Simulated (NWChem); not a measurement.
# C2H6O2Si; SMILES CO[SiH2]C=O

```xyz
11

C     -1.1502    -1.6507     0.1497
O      0.0785    -1.3096    -0.4813
Si     1.0443    -0.0390     0.0074
C      0.0505     1.6301    -0.0233
O     -1.1619     1.6657    -0.1603
H     -1.0048    -1.9212     1.2213
H     -1.5720    -2.5343    -0.3705
H     -1.8796    -0.8157     0.0897
H      2.1905     0.0422    -0.9560
H      1.5666    -0.2033     1.4176
H      0.6355     2.6041     0.1022
```
Atoms are numbered in this order, from 1.

Level: PBE-D3(BJ)/def2-SVP (NWChem), optimised geometry, unscaled harmonic frequencies. 

List the harmonic frequencies with IR intensities, and the thermochemistry.


| frequency (cm⁻¹) | IR intensity (km/mol) |
|---|---|
| 82 | 7.2 |
| 108 | 4.8 |
| 122 | 1.0 |
| 140 | 6.6 |
| 206 | 0.9 |
| 394 | 22.1 |
| 462 | 24.3 |
| 574 | 46.9 |
| 698 | 18.2 |
| 741 | 10.7 |
| 859 | 102.7 |
| 879 | 61.8 |
| 900 | 145.0 |
| 1114 | 167.8 |
| 1136 | 12.5 |
| 1166 | 55.6 |
| 1341 | 11.5 |
| 1415 | 2.0 |
| 1422 | 2.7 |
| 1434 | 8.5 |
| 1727 | 104.1 |
| 2116 | 105.0 |
| 2190 | 88.0 |
| 2671 | 231.5 |
| 2930 | 65.4 |
| 3019 | 25.2 |
| 3058 | 16.7 |

```json
{
 "zero_point_energy": "47.0 kcal/mol",
 "thermal correction to the enthalpy at 298.15 K (with zero-point energy)": "52.3 kcal/mol",
 "heat capacity Cv": "23.8 cal/(mol K)",
 "entropy at 298.15 K and 1 atm (symmetry number 1)": "84.5 cal/(mol K)",
 "dipole_moment": "1.30 D"
}
```

Rigid rotor and harmonic oscillator; modes under 100 cm⁻¹ make the entropy uncertain.
